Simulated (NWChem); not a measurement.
System: C₄H₆; SMILES C=C=CC

```xyz
10

C      0.2127    -1.9456     0.0000
C     -0.1758    -0.6966     0.0000
C     -0.5608     0.5546     0.0000
C      0.3678     1.7462     0.0000
H      0.3820    -2.4924     0.9264
H      0.3820    -2.4924    -0.9264
H     -1.6314     0.7681     0.0000
H      0.1953     2.3756    -0.8827
H      0.1953     2.3756     0.8827
H      1.4156     1.4331     0.0000
```
Atoms are numbered in this order, from 1.

Results from NWChem. Geometry optimised at B3LYP/6-31G*; all other runs use it. Pople sets run with spherical d functions.

```tsv
quantity	level	value
−ε(HOMO) (eV)	PBE0/def2-SVP	7.16
vertical, lowest excitation, singlet (eV)	PBE0/def2-SVPD, TDA	5.68
solvation free energy (kcal/mol) in n-hexane	B3LYP/6-31G*, SMD	-2.8
isotropic polarisability (bohr³), static	PBE0/def2-SVPD	53.2
dipole (D)	B3LYP/6-31G*	0.41
highest harmonic frequency (cm⁻¹)	B3LYP/6-31G*	3207
```
